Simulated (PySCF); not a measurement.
Job for PySCF: R-HF/3-21G on FHOSi (SMILES O[Si]F), a point of a bond scan (R = 4.395 Å).

```python
from pyscf import gto, scf, dft, mp
from pyscf.data.elements import chemcore

mol = gto.M(
    atom='''
    Si    0.00937425    0.00603277    0.61022733
    F    -2.00078785    2.75893576   -2.16436384
    O     0.73079075   -1.04612827   -0.42560613
    H     0.63860656   -0.94607081   -1.38174233
    ''',
    basis='3-21g',
    charge=0, spin=0, verbose=3, max_memory=1800)
mf = scf.RHF(mol)
mf.conv_tol = 1e-8
mf.max_cycle = 100
mf.kernel()
if not mf.converged:
    mf = mf.newton().run(mf.mo_coeff, mf.mo_occ)
```

It printed:

```
converged SCF energy = -461.105260701491
```

Self-consistency was reached.

Cost: about 0.29 core-seconds (a rough figure).
